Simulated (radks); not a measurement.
Fractional charge and spin in the 5p shell of promethium: the spin-up occupation runs from 2 to 3 and the spin-down occupation from 2 to 3; the fullest corner is Pm2+, [Kr] 4d10 4f(up 2.5, down 2.5) 5s2 5p(up 3, down 3). All-electron calculation, scalar-relativistic Kohn-Sham, LDA (Slater exchange, Perdew-Wang correlation), spin-polarised, spherical densities, point nucleus. Program: a radial shooting solver on a logarithmic mesh with Libxc functionals. Energy (eV) minus the two flat planes that join the four corners (they meet along the diagonal where the two added fractions sum to one electron); zero is where a piecewise linear energy would lie.

down \ up       2     2.5       3
2           0.000  -1.569   0.000
2.5        -1.569   0.183  -1.476
3           0.000  -1.476   0.000

Corners above the fullest one (they belong to Pm3+ and the next ion): (up 3, down 2) 41.772 eV, (up 2, down 3) 41.772 eV, (up 2, down 2) 96.470 eV. With half an added electron in each spin the energy lies 0.183 eV from the planes, and with half an added electron in spin up alone -1.569 eV. The planes are only a guide here: the flat-plane condition holds for ground states with one frontier orbital, while this shell lies below other occupied shells, so the corners above the fullest one are inner-hole states and not the ground states of those ions.
